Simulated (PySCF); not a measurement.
CH8FNSi2, SMILES NC[SiH2][SiH2]F.

Geometry: PBE-D3(BJ)/def2-SVP. The structure was generated by enumeration, and PubChem lists no compound with its InChIKey, so it may never have been made. The values are those of a single conformer.

Calculation: PBE-D3(BJ)/def2-SVP in PySCF.

Frequencies are harmonic and unscaled.

### Question
Give all harmonic wavenumbers and intensities. (Estimate from the structure and the level; the computed values follow.)

### Answer

```tsv
mode	ν (cm⁻¹)	IR (km/mol)	moving atoms (share of kinetic energy)
1	37	1.0	F 42 %, Si 21 %, N 15 %, H 15 %
2	72	0.3	H 44 %, C 20 %, F 18 %, N 12 %
3	89	0.4	Si 41 %, H 28 %, N 19 %, C 9 %
4	165	5.3	F 34 %, Si 34 %, H 18 %, N 10 %
5	261	3.5	N 33 %, H 29 %, Si 23 %, C 14 %
6	280	52.9	H 92 %
7	388	6.0	H 75 %, Si 18 %
8	405	2.1	Si 64 %, H 31 %
9	474	4.8	H 74 %, Si 23 %
10	597	6.8	H 81 %, Si 13 %
11	652	8.2	C 41 %, Si 34 %, H 23 %
12	709	18.2	H 87 %
13	759	228.1	H 84 %, Si 10 %
14	798	28.7	H 76 %, C 19 %
15	813	121.9	H 50 %, F 36 %, Si 11 %
16	825	333.9	H 58 %, N 20 %, F 12 %
17	873	140.8	H 75 %, Si 12 %
18	889	28.0	H 78 %, Si 15 %
19	916	79.7	H 87 %, Si 10 %
20	1063	8.9	H 95 %
21	1070	2.3	C 45 %, N 32 %, H 23 %
22	1211	11.2	H 79 %, C 19 %
23	1325	0.3	H 82 %, N 10 %
24	1380	3.4	H 93 %
25	1585	17.1	H 92 %
26	2125	72.8	H 98 %
27	2136	52.5	H 96 %
28	2145	125.2	H 98 %
29	2156	155.1	H 96 %
30	2972	13.0	H 95 %
31	3027	5.2	H 90 %, C 10 %
32	3403	1.5	H 96 %
33	3485	1.5	H 92 %, N 8 %
```
